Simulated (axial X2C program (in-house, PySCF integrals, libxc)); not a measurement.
**Potential curves of TcC⁻, 2c**

Calculated with an in-house relativistic program for diatomic molecules. Two-component (2c) means X2C with spin–orbit coupling and atomic mean-field two-electron Coulomb and Gaunt terms. Basis: Tc dyall-acv3z [13s13p9d5f3g], C dyall-av3z [8s7p3d2f] (cores contracted in-house); Gaussian nuclei, density fitting, unrestricted open shells. Masses: Tc 98.907 u, C 12.000 u.

State: Ω = 1 (⟨Sz⟩ = 1.00, ⟨Lz⟩ = 0.00 at PBE0). Energies in kJ/mol from the fragments at the same level (Tc + C-). Fits are polynomials in 1 − R0/R over 0.85 to 1.23 times the lowest point R0.

```json
{"R (Å)": "1.5510", "PBE0": "-524.36"}
{"R (Å)": "1.6005", "PBE0": "-542.98"}
{"R (Å)": "1.6500", "PBE0": "-548.03"}
{"R (Å)": "1.7077", "PBE0": "-541.00"}
{"R (Å)": "1.7655", "PBE0": "-524.21"}
{"R (Å)": "1.8397", "PBE0": "-494.44"}
```

One determinant describes the state; a PBE0 search over occupations chose it and may have missed a lower one. Dissociation energies refer to the lowest single-determinant-based atoms at the same level and basis. Density functionals use the spin component along the axis (collinear). Other states lie close and PBE0, whose exact exchange favours high spin, may order them wrongly; the determinant shown need not be the ground state. The nearest other 2c determinant of the search, Ω = 3, lies 0.39 eV up at the distance of the search. Without a current term, density functionals place determinants with orbital angular momentum somewhat too high. With several unpaired electrons one determinant need not be a pure state. Open-shell Ω = 0 determinants with evenly filled partner blocks cannot be reached by this program, so the Ω shown need not be the lowest component. The highest occupied level of some functionals is positive through self-interaction error; at Hartree–Fock it is bound. The determinant is spin-polarised beyond a pure state at some levels (its spin-free form has ⟨S²⟩ too high), which makes Re and μ there less reliable.

(1) Fit the PBE0 curve near its minimum: give the equilibrium distance, the harmonic wavenumber and the well depth.

## Answers

(1) At PBE0, 2c: Re = 1.647 Å, ωe ≈ 1070 cm⁻¹, De = 5.68 eV to Tc + C-; Be follows as 0.581 cm⁻¹.
